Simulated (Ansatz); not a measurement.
Geometry optimisation, RKS BLYP/def2-SVP (Ansatz 0.2.0).

Input:

```yaml
crystal:
  periodic: [false, false, false]
  atoms:
    - { symbol: Zn, position_ang: [0.496423, 0.002589, 0.137437] }
    - { symbol: Cl, position_ang: [0.989626, -0.013087, 2.28923] }
    - { symbol: Cl, position_ang: [0.094093, 0.031968, -1.94964] }
    - { symbol: Si, position_ang: [-2.885042, -0.006572, 1.147012] }
    - { symbol: H, position_ang: [-3.294831, -0.961277, 0.06528] }
    - { symbol: H, position_ang: [-3.520758, -0.394772, 2.451122] }
    - { symbol: H, position_ang: [-3.3008, 1.381954, 0.757604] }
    - { symbol: H, position_ang: [-1.414511, -0.040803, 1.337256] }
basis:
  gaussian: { orbitals: def2-SVP }
hamiltonian:
  xc: blyp
relax:
  f_tol: 0.03
  max_steps: 50
output:
  orbitals: {}
```

Command:

```bash
$ ansatz run input.yaml --threads 2 --pin off --max-ram 3072MiB --backend cpu --events-out ev --progress --plain --runs-dir out
```

Where does it end, and by what steps?

It converged. The force dipped under the threshold on the way, but the program's further checks kept it going. After 10 steps the energy has fallen by 0.182 eV; Cl2 moved furthest, 0.70 Å.

```
step  energy less start (eV)  largest force component (eV/Å)  accepted
   0                  0.0000                           0.941       yes
   1                 -0.1091                           0.476       yes
   2                 -0.1415                           0.142       yes
   3                 -0.1543                           0.092       yes
   4                 -0.1629                           0.038       yes
   5                 -0.1734                           0.165       yes
   6                 -0.1767                           0.125       yes
   7                 -0.1797                           0.049       yes
   8                 -0.1807                           0.025       yes
   9                 -0.1813                           0.014       yes
  10                 -0.1816                           0.009       yes
```

```xyz
8
Properties=species:S:1:pos:R:3
Zn 0.513 0.059 0.348
Cl 1.664 -0.117 2.129
Cl -0.314 0.273 -1.611
Si -2.961 -0.041 1.060
H -3.259 -1.133 0.086
H -3.791 -0.197 2.298
H -3.178 1.307 0.452
H -1.509 -0.150 1.474
```

Whether the end is a true minimum wasn't checked by a vibrational analysis.

The run took 20 s on 2 threads of Intel(R) Xeon(R) Platinum 8488C (Sapphire Rapids), on a shared host, peak memory 0.17 GiB.
